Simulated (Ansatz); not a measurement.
Computed with Ansatz on PBE0-D4/def2-TZVP structures; ΔE is electronic, products minus reactants. CBS: MP2 limit from def2 TZ/QZ plus the TZ coupled-cluster correction, frozen cores. For Ge outer-core shells are correlated without core-valence functions, which leaves a few kJ/mol of doubt a bond. Scalar relativity is left out up to krypton. Each species was taken in one conformer, which may not be the lowest.

Reaction (ligand exchange at the Si–S bond): `CO[SiH2][S][GeH3]` + `N[SiH2]F` → `CO[SiH2]N[SiH2]F` + `[SH][GeH3]`

```json
{"species": "`CO[SiH2][S][GeH3]`", "CCSD(T)/CBS(def2) energy (Eh)": "-2881.07725"}
{"species": "`N[SiH2]F`", "CCSD(T)/CBS(def2) energy (Eh)": "-446.07709"}
{"species": "`CO[SiH2]N[SiH2]F`", "CCSD(T)/CBS(def2) energy (Eh)": "-850.85257"}
{"species": "`[SH][GeH3]`", "CCSD(T)/CBS(def2) energy (Eh)": "-2476.30083"}
```

Work out ΔE.

ΔE = (-850.85257) + (-2476.30083) − (-2881.07725) − (-446.07709) = 0.00094 Eh = +0.6 kcal/mol.

Largest T1 diagnostic among the species: 0.011.

In def2-TZVPP, CCSD(T) changes the Hartree–Fock value by +2.5 kcal/mol (the triples alone add +0.6 kcal/mol) and MP2 by +3.7 kcal/mol. The D4 term adds +1.2 kcal/mol with B3LYP and +0.7 kcal/mol with PBE0; it sums over pairs of atoms, weighted by their polarisabilities, and B3LYP, whose exchange is more repulsive, gets the larger term.

B3LYP here is the variant with VWN-RPA as its local correlation; programs differ in this.
